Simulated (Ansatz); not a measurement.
`CS[SiH](F)F` → `[CH2]` (triplet) + `F[SiH](F)S` at 500 K and 1 bar (formal loss of a carbene).

Computed with Ansatz on PBE0-D4/def2-TZVP structures; ΔE is electronic, products minus reactants. CCSD(T)/CBS is the MP2 limit (def2-TZVPP, def2-QZVPP) plus CCSD(T) − MP2 in def2-TZVPP, frozen cores. This one scheme is used for every species. Triplets are unrestricted, without spin–orbit coupling. One conformer a species, not always the lowest.

```json
{"species": "`CS[SiH](F)F`", "CCSD(T)/CBS energy (Eh)": "-927.06449", "H − E (kJ/mol)": "187.4", "S (J/(mol·K))": "413.4"}
{"species": "`[CH2]` (triplet)", "CCSD(T)/CBS energy (Eh)": "-39.09499", "H − E (kJ/mol)": "62.7", "S (J/(mol·K))": "213.9"}
{"species": "`F[SiH](F)S`", "CCSD(T)/CBS energy (Eh)": "-887.80771", "H − E (kJ/mol)": "99.2", "S (J/(mol·K))": "360.5"}
```

H − E and S are ideal-gas, rigid-rotor, harmonic terms from PBE0-D4/def2-TZVP, for one conformer and one mirror image of each species, with the whole ground term of open shells counted as degenerate. 1 Eh = 2625.50 kJ/mol, R = 8.31446 J/(mol·K).

Q: By hand: ΔE, ΔH, ΔS and ΔG.

A: ΔE = (-39.09499) + (-887.80771) − (-927.06449) = 0.16179 Eh = 424.8 kJ/mol. Δ(H − E) = 62.7 + 99.2 − 187.4 = -25.5, so ΔH = 399.3 kJ/mol. ΔS = 213.9 + 360.5 − 413.4 = 161.0 J/(mol·K). ΔG = 399.3 − 500 × (161.0)/1000 = 318.8 kJ/mol.

Q: By hand: the equilibrium constant, and the temperature at which ΔG would vanish if ΔH and ΔS stayed fixed.

A: log₁₀ K = −ΔG/(RT ln 10) = -33.3. ΔG = 0 at ΔH/ΔS = 2480 K.

The number of gas molecules changes by +1, which sets the sign of ΔS. A doubt of 5 kJ/mol in ΔE shifts log₁₀ K by 0.5 here. Other conformers and mirror images would add mixing entropy, several J/(mol·K) or more a flexible species. Modes under 60 cm⁻¹, often nearly free rotors, make the harmonic entropy too high. A triplet takes part, so the spin changes. These are equilibria of isolated gas molecules and say nothing of rates. Largest T1 diagnostic: 0.012 (customary marks: 0.02 for closed shells, 0.045 for open ones).
